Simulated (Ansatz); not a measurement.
LiC, multiplicity 4 (lowest of 2S+1 = 2, 4 at CCSD(T)/def2-TZVPP on PBE0 minima; our sources give no spin for the ground state, which may be another), most abundant isotopes (7.0160 and 12.0000 u). Constants from fifth-degree fits in 1/R to seven points on the lowest solution found; no spin–orbit coupling, no relativity up to Kr; ω_e x_e and α_e move by some per cent with the fit.

Correlated levels freeze the inner cores; with def2 sets outer-core shells near the valence are correlated too.

The values were computed with Ansatz (a quantum-chemistry and plane-wave program) with Gaussian orbitals. 

Total energies (hartree; each atom in its lowest state at that level) and vibrational constants (cm⁻¹):

```csv
level,E(LiC) at r_e,E(Li),E(C),ω_e,ω_e x_e
PBE/def2-TZVPP,-45.358706,-7.461919,-37.795970,679,6.7
B3LYP/def2-TZVPP,-45.445425,-7.492798,-37.859478,694,6.6
wB97M-V/def2-TZVPP,-45.417562,-7.472067,-37.846388,688,6.0
CCSD(T)/def2-QZVPP,-45.351013,-7.467933,-37.786508,694,5.9
```

Question: Work out D_e and D₀ in eV.

Answer: 
D_e = E(Li) + E(C) − E(molecule), times 27.2114 eV; D₀ = D_e − (ω_e/2 − ω_e x_e/4)/8065.54.
- PBE/def2-TZVPP: D_e = 2.743, zero point 0.042, D₀ = 2.701 eV
- B3LYP/def2-TZVPP: D_e = 2.535, zero point 0.043, D₀ = 2.492 eV
- wB97M-V/def2-TZVPP: D_e = 2.697, zero point 0.042, D₀ = 2.654 eV
- CCSD(T)/def2-QZVPP: D_e = 2.628, zero point 0.043, D₀ = 2.585 eV
No counterpoise correction is made.
